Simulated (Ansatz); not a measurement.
Sc2N2⁻. Total charge -1; doublet. Geometry r2SCAN-D4/def2-SVP, that of the neutral singlet; atoms count from 1.

```xyz
4

Sc   -1.088   -0.165    0.781
Sc    1.088    0.165   -0.781
N    -0.252    1.271   -0.082
N     0.252   -1.271    0.083
```

The highest occupied level of the charge -1 doublet lies above zero (up to 0.45 eV). By energy differences its removal costs 0.58 eV (vertical, to the charge 0 singlet, at PBE0-D4/def2-TZVPD); a positive level beside a positive removal energy at the same level points to self-interaction error. The structure comes from a short search, and lower isomers may exist.

Problem. Estimate the Mulliken populations from the PBE0/def2-TZVPD orbitals of Ansatz.

Solution. 
```tsv
atom	charge (e)	spin (α − β)	d electrons
Sc1	0.47	0.55	1.65
Sc2	0.47	0.55	1.65
N3	-0.97	-0.05	–
N4	-0.97	-0.05	–
```
Mulliken values and Mayer orders depend strongly on the basis. With diffuse functions, as here, like atoms can get unlike values, and bond orders can come out too low or too high.

Problem. Where does the spin sit?

Solution. Summed by element: Sc 1.10, N -0.10, of 1 unpaired in all. Largest on single atoms: Sc1 0.55, Sc2 0.55, N3 -0.05.

Problem. And the Mayer bond orders between bonded heavy atoms (over 0.3)?

Solution. Sc1–Sc2 0.81 (2.70 Å); Sc1–N3 1.42 (1.87 Å); Sc1–N4 1.42 (1.87 Å); Sc2–N3 1.42 (1.87 Å); Sc2–N4 1.42 (1.87 Å).
